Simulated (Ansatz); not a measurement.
Level of theory: frozen-core CCSD(T)/cc-pVQZ // M06-2X/def2-TZVP (Ansatz, a quantum-chemistry and plane-wave program).

Ansatz 0.2 input:
```yaml
crystal:
  periodic: [false, false, false]
  atoms:
    - { symbol: N, position_ang: [-1.142447, 0.091461, -0.22533] }
    - { symbol: B, position_ang: [0.044846, -0.039721, 0.097205] }
    - { symbol: O, position_ang: [1.314028, -0.186216, 0.483713] }
    - { symbol: H, position_ang: [-2.095176, 0.192675, -0.474815] }
    - { symbol: H, position_ang: [1.977879, -0.104355, -0.20506] }
basis:
  gaussian: { orbitals: cc-pVQZ }
correlation:
  method: ccsd_t
```

Output:

```
Functional definition: HF
1360 factors; integrals over basis functions are off by at most 7.4e-4 eV
mean field evaluation 1: about -4221.4617 eV, gradient 4.6e1 eV
mean field evaluation 2: about -4221.4621 eV, gradient 4.6e1 eV
mean field evaluation 4: about -4225.4139 eV, gradient 3.0e0 eV
mean field evaluation 8: about -4225.4511 eV, gradient 1.1e-1 eV
mean field evaluation 16: about -4225.4451 eV, gradient 1.5e0 eV
mean field -4225.45111546 eV, -155.2824643795 hartree, gradient 2.2e-6 eV, S^2 0.000000; 0 other end points of the search recorded, 0 dependent functions left out
3 core orbitals not correlated
reference -4225.45111546 eV, -155.2824643795 hartree; 8, 8 occupied and 214, 214 virtual orbitals, 1360 factors
second order -15.61493716 eV of doubles, -0.00000000 eV of singles
cycle   1  -15.26395192 eV  change    3.5e-1 eV  update   8.0e-2
cycle   2  -15.60085197 eV  change   -3.4e-1 eV  update   2.4e-2
cycle   3  -15.68076725 eV  change   -8.0e-2 eV  update   1.2e-2
cycle   4  -15.66805955 eV  change    1.3e-2 eV  update   2.5e-3
cycle   5  -15.66845146 eV  change   -3.9e-4 eV  update   1.0e-3
cycle   6  -15.66864273 eV  change   -1.9e-4 eV  update   2.1e-4
cycle   7  -15.66852069 eV  change    1.2e-4 eV  update   8.2e-5
cycle   8  -15.66851302 eV  change    7.7e-6 eV  update   3.2e-5
cycle   9  -15.66852342 eV  change   -1.0e-5 eV  update   1.3e-5
perturbative correction -0.67407266 eV, -0.0247717135 hartree
Total energy: -4241.79371154 eV, -155.8830437082 hartree
```

Cost: around 80 core-seconds (rough).
